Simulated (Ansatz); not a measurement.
`[NH2][Sn]([Cl])([Cl])[Cl]`, relaxed with RKS PBE0-D4/def2-TZVP in the Gaussian-basis code of Ansatz from a PBE-D4/def2-SVP geometry. The force threshold is 0.005 eV/Å; the program also tests the step.

Total charge 0; spin multiplicity 1. Sn: def2 effective core potential.

Start:

```xyz
7

N     0.925   -0.687    0.851
Sn   -0.472    0.132   -0.399
Cl   -2.598   -0.403    0.442
Cl   -0.373    2.483   -0.650
Cl   -0.187   -0.824   -2.524
H     1.865   -0.453    0.498
H     0.841   -0.247    1.780
```

| step | energy (eV) | largest force (eV/Å) | largest move (Å) |
| --- | --- | --- | --- |
| 1 | -44914.2537 | 0.596 | 0.000 |
| 2 | -44914.3380 | 0.359 | 0.084 |
| 3 | -44914.3509 | 0.147 | 0.020 |
| 4 | -44914.3525 | 0.074 | 0.040 |
| 5 | -44914.3532 | 0.010 | 0.009 |
| 6 | -44914.3533 | 0.004 | 0.002 |

End:

```xyz
7

N     0.907   -0.637    0.826
Sn   -0.467    0.136   -0.396
Cl   -2.542   -0.382    0.436
Cl   -0.395    2.430   -0.663
Cl   -0.183   -0.796   -2.474
H     1.852   -0.472    0.499
H     0.828   -0.280    1.772
```

It took 76 s on 2 threads of a server CPU on a shared host, with 0.74 GiB of host memory at the peak.
